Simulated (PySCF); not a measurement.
Homolysis of single bonds, series In SH-H. Gas-phase values, no solvent. One relaxed conformer stands for each flexible species; it need not be the lowest. Strings in code marks are SMILES.

The four lowest singlet excitations (Tamm–Dancoff). All values below come from PBE-D3(BJ)/def2-TZVP // B3LYP-D3(BJ)/def2-TZVP (PySCF). Excitations are Tamm–Dancoff values on a coarser integration grid. The basis has no diffuse functions, so Rydberg states are missing or too high.

| state | energy (eV) | wavelength (nm) | oscillator strength |
|---|---|---|---|
| S1 | 3.76 | 330 | 0.000 |
| S2 | 3.79 | 327 | 0.000 |
| S3 | 4.42 | 280 | 0.029 |
| S4 | 4.70 | 264 | 0.000 |

Question: Name which member gives these states.
(A) `[SH][InH][SH]` (H–S–In–S torsion 0°, S–In–S–H torsion 0°)
(B) `[SH][In]([SH])[SH]`
(C) `[SH][InH2]` (H–S–In–H torsion 180°)

Answer: B, `[SH][In]([SH])[SH]`
